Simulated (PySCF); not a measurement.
SMILES c1c(OC)ccc([SeH])c1 (C7H8OSe), singlet (GFN2-xTB optimised geometry):

```
17

C     -2.983    -1.038     0.015
O     -2.201     0.132     0.001
C     -0.846     0.010     0.000
C     -0.128     1.208    -0.001
C      1.249     1.205    -0.001
C      1.936    -0.003     0.000
Se     3.853    -0.066     0.002
C      1.232    -1.196     0.000
C     -0.152    -1.196     0.000
H     -2.807    -1.651    -0.875
H     -4.018    -0.700     0.019
H     -2.794    -1.637     0.912
H     -0.679     2.135    -0.002
H      1.790     2.140    -0.001
H      4.018     1.370     0.006
H      1.766    -2.136     0.000
H     -0.672    -2.140     0.000
```

Method: CAM-B3LYP/def2-SVP run with PySCF.

Problem. What are the frontier orbital energies and the dipole moment?

Solution. HOMO-2 -8.80 eV, HOMO-1 -8.65 eV, HOMO -6.87 eV, LUMO 0.92 eV, LUMO+1 1.37 eV; dipole moment 1.58 D.

Meta-Löwdin charges at CAM-B3LYP/def2-SVP: C1 -0.07, O2 -0.35, C3 0.21, C4 -0.13, C5 -0.10, C6 -0.09, Se7 0.02, C8 -0.10, C9 -0.16, H10 0.09, H11 0.12, H12 0.09, H13 0.11, H14 0.10, H15 0.04, H16 0.11, H17 0.11.
